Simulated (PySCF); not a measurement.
**How methods differ on the excitation energy of Hf**

Hf [Xe] 4f14 5d2 6s2 (3F) → Hf [Xe] 4f14 5d1 6s2 6p1 (high-spin determinant), as a difference of total energies. Computed with PySCF 2.14 in ANO-RCC-VTZP (8s7p5d3f2g1h, 104 functions), with scalar relativity by spin-free X2C-1e. Correlated levels: valence: [Xe] 4f14 frozen. The calculations carry no spin-orbit coupling.

```json
{"method": "UHF", "excitation energy (eV)": "1.859"}
{"method": "MP2 (valence)", "excitation energy (eV)": "2.054"}
{"method": "SCS-MP2 (valence)", "excitation energy (eV)": "1.991"}
{"method": "CCSD (valence)", "excitation energy (eV)": "1.734"}
{"method": "CCSD(T) (valence)", "excitation energy (eV)": "1.693"}
```

Q: How much does correlation contribute at CCSD(T) (valence)?

A: 1.693 − (1.859) = -0.166 eV, measured against UHF.

A first-order spin-orbit estimate (lowest level to lowest level, LS coupling) adds -0.166 eV.

The basis was made for the ground configuration and has no added diffuse functions, so the excitation energy can come out too high.

The coupled-cluster amplitudes are large for the upper state (T1 above 0.03 or a double amplitude above 0.15), so a single reference is strained.

The determinant of the upper state mixes LS terms, which raises its energy above the lowest term, most at the Hartree-Fock and MP2 levels.
